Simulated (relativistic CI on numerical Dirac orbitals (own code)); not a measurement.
Transition arrays of Sb13+

Calculated at this level of theory: Dirac-Coulomb-Breit CI, orbitals from a KLI potential per configuration, a model potential for QED, valence Slater integrals scaled by 0.9, whole transition arrays (own radial code, finite nucleus).

Configuration list (outside the closed core [Ar] 3d10 4s2): 4p6 4d2, 4p6 4d 4f, 4p5 4d3, 4p6 4d 5p, 4p6 4d 5f. Levels of other configurations are missing.

All E1 lines from the levels of 4p6 4d2; mean and standard deviation are weighted by gf, and upper levels are sorted by their leading configuration.

| Upper configuration | Lines | Σgf | Mean (eV) | Mean (nm) | σ (eV) | Strongest line (nm) |
| --- | --- | --- | --- | --- | --- | --- |
| 4p6 4d 4f | 23 | 88.5 | 99.68 | 12.438 | 1.21 | 12.412 |
| 4p5 4d3 | 524 | 230.4 | 99.64 | 12.443 | 4.17 | 12.211 |
| 4p6 4d 5p | 60 | 11.4 | 102.99 | 12.038 | 2.05 | 12.195 |
| 4p6 4d 5f | 81 | 1.5 | 166.24 | 7.458 | 1.48 | 7.491 |

Σgf per state of the lower configuration in bins of 0.05 nm over the central range (centre: value): 11.73: 0.04, 11.83: 0.04, 11.88: 0.11, 11.93: 0.04, 11.98: 0.05, 12.03: 0.09, 12.08: 0.07, 12.13: 0.10, 12.18: 0.23, 12.23: 0.57, 12.28: 1.19, 12.33: 0.16, 12.38: 1.19, 12.43: 1.49, 12.48: 0.44, 12.53: 0.70, 12.58: 0.17, 12.63: 0.18, 12.68: 0.07, 12.73: 0.04, 12.78: 0.04, 12.83: 0.04, 12.98: 0.05.

Problem. How do configuration mixing and the scaling of the Slater integrals move the arrays?

Solution. Slater scale 0.9, no configuration mixing: 4p6 4d 4f 89.1 ± 3.0 eV (Σgf 83.2), 4p5 4d3 94.8 ± 6.6 eV (Σgf 211.8), 4p6 4d 5p 104.7 ± 1.6 eV (Σgf 12.8), 4p6 4d 5f 166.0 ± 1.6 eV (Σgf 3.7); Slater scale 1: 4p6 4d 4f 101.5 ± 1.1 eV (Σgf 90.4), 4p5 4d3 101.7 ± 4.2 eV (Σgf 234.0), 4p6 4d 5p 103.3 ± 1.8 eV (Σgf 12.5), 4p6 4d 5f 166.3 ± 1.6 eV (Σgf 1.3); Slater scale 0.8: 4p6 4d 4f 97.9 ± 1.1 eV (Σgf 86.4), 4p5 4d3 97.5 ± 4.2 eV (Σgf 228.1), 4p6 4d 5p 104.3 ± 1.7 eV (Σgf 9.3), 4p6 4d 5f 166.2 ± 1.4 eV (Σgf 1.7). With mixing, levels are counted to their leading configuration, so an array can shrink or vanish into another, and the sums then hold other lines.
